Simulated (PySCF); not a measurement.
# Stretching BeS⁻

Set-up: Be aug-pcseg-1, S aug-pcseg-1; no relativity (PySCF 2.14). Energies in eV from Be + S⁻ in their ground configurations at the same level. State: ²Σ⁺ (doublet), unpaired electrons σ ↑.

| R (Å) | r²SCANh |
| --- | --- |
| 1.567 | -2.831 |
| 1.640 | -3.381 |
| 1.713 | -3.693 |
| 1.767 | -3.808 |
| 1.822 | -3.845 |
| 1.877 | -3.820 |
| 1.950 | -3.715 |
| 2.041 | -3.502 |
| 2.150 | -3.172 |
| 2.296 | -2.676 |

Q: Put a parabola through the three lowest points of the r²SCANh curve and estimate Re, k and ωe (reduced mass 7.03 u; 1 eV/Å² = 0.16022 mdyn/Å; ωe = 1302.8·√(k/μ) cm⁻¹).

A: Through R = 1.767, 1.822, 1.877 Å the second-order coefficient is 10.2 eV/Å², so Re ≈ 1.827 Å, k ≈ 3.28 mdyn/Å and ωe ≈ 890 cm⁻¹. A polynomial fit of higher order to the unrounded r²SCANh energies gives Re = 1.825 Å, k = 3.23 mdyn/Å, ωe = 883 cm⁻¹; anharmonicity and rounding make the difference.

The higher-order fit for each curve: r²SCANh: Re = 1.825 Å, ωe = 883 cm⁻¹, De = 3.84 eV.

For an ion De counts to the pair picked by the measured ionisation energies or electron affinities, which need not be the lowest pair at this level. The state was picked by a PBE0 search and need not be the measured ground state.
